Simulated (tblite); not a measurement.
Input of a run (GFN2-xTB geometry optimisation, gas phase (tblite 0.8.0)), started from a force field or distance geometry:
```
{"job": {"kind": "relax", "xc": "GFN2-xTB", "basis": "xTB"}, "charge": 0, "multiplicity": 2}
C      2.779100    -0.687600    -0.180500
C      1.553400    -0.234200    -0.104600
C      1.190000     1.148100    -0.006200
C     -0.162300     1.182000     0.053600
C     -0.663600    -0.193500     0.031400
C     -2.075700    -0.618700     0.075200
N     -3.101500     0.154600     0.164600
C      0.372500    -1.046900    -0.066300
H      3.773700    -1.053400    -0.248100
H      1.848300     1.993400    -0.000700
H     -0.776100     2.057400     0.134300
H     -2.244200    -1.710900     0.037000
H     -2.831300     1.137500     0.210400
H      0.336900    -2.128200    -0.122300
```

Output (eV, eV/Å):
```
step      E/eV     max force
  0    -564.90278    2.761
  1    -565.00502    1.716
  2    -565.04144    0.848
  3    -565.05183    0.364
  4    -565.06000    0.246
  5    -565.06483    0.201
  6    -565.06768    0.147
  7    -565.06915    0.137
  8    -565.07029    0.112
  9    -565.07153    0.081
 10    -565.07260    0.109
 11    -565.07335    0.063
 12    -565.07372    0.041
 13    -565.07395    0.040
 14    -565.07411    0.034
 15    -565.07423    0.037
 16    -565.07438    0.042
 17    -565.07471    0.071
 18    -565.07569    0.145
 19    -565.06443    0.676
 20    -565.07713    0.174
 21    -565.07867    0.193
 22    -565.06910    0.658
 23    -565.08463    0.445
 24    -565.08474    0.237
 25    -565.09738    0.239
 26    -564.92450    2.550
 27    -565.10623    0.295
 28    -565.11183    0.311
 29    -565.09797    1.399
 30    -565.13107    0.337
 31    -565.13753    0.259
 32    -565.14690    0.526
 33    -565.15266    0.301
 34    -565.16308    0.250
 35    -565.16827    0.245
 36    -565.17434    0.203
 37    -565.17765    0.301
 38    -565.18059    0.382
 39    -565.18279    0.372
 40    -565.18481    0.292
 41    -565.18633    0.193
 42    -565.18771    0.107
 43    -565.18912    0.082
 44    -565.19026    0.064
 45    -565.19079    0.036
 46    -565.19098    0.023
 47    -565.19107    0.024
 48    -565.19115    0.024
 49    -565.19125    0.024
 50    -565.19137    0.031
 51    -565.19152    0.038
 52    -565.19171    0.041
 53    -565.19191    0.036
 54    -565.19204    0.026
 55    -565.19211    0.019
 56    -565.19214    0.017
 57    -565.19218    0.015
 58    -565.19221    0.014
 59    -565.19223    0.007
```

Question: Summarise the run.

Answer: The energy falls by 27.9 kJ/mol over 59 L-BFGS steps, the largest force on an atom goes from 2.76 to 0.007 eV/Å, and the atoms move by 0.177 Å rms after alignment. The bond that changes most is C2–C8 (ends: carbon bonded to 3 C; carbon bonded to 2 C and H), which lengthens by 0.043 Å. Bonds longer at the end by more than 0.005 Å: 3 of 14; shorter: 5. Among the angles that change most is C2–C1–H9, from 179.7° to 137.4°. The energy rose by more than 1e-5 eV at steps 19, 22, 26 and 29. The first step brought 35 % of the lowering.

Question: What are the final bond lengths?

Answer: C1=C2 1.308 Å, C2–C3 1.465 Å, C3=C4 1.342 Å, C4–C5 1.461 Å, C5–C6 1.454 Å, C6=N7 1.260 Å, C5=C8 1.355 Å, C2–C8 1.477 Å, C1–H9 1.066 Å, C3–H10 1.073 Å, C4–H11 1.075 Å, C6–H12 1.087 Å, N7–H13 1.019 Å, C8–H14 1.073 Å. Numbering counts from 1 in the input's order; the species is `[H]/[C]=C1/C=CC(/C=N\[H])=C1` [radical].

The run took 0.27 s wall on one thread, Arm Neoverse V2 (aarch64), shared host with 96 logical CPUs at a one-minute load of 50.

Its GFN2-xTB frequencies are all real (lowest 66 cm⁻¹). 3 starts were optimised and ended at 0.00, 0.00 and 0.21 kcal/mol (GFN2-xTB); the lowest of these is shown.

Shape of the structure used: `[H]/[C:1]=[C:2]1/[CH:3]=[CH:4][C:5](/[CH:6]=[N:7]\[H])=[CH:8]1`: C4–C5–C6–N7 0°.

One conformer stands for the species.

The numbers are calculated, not measured.
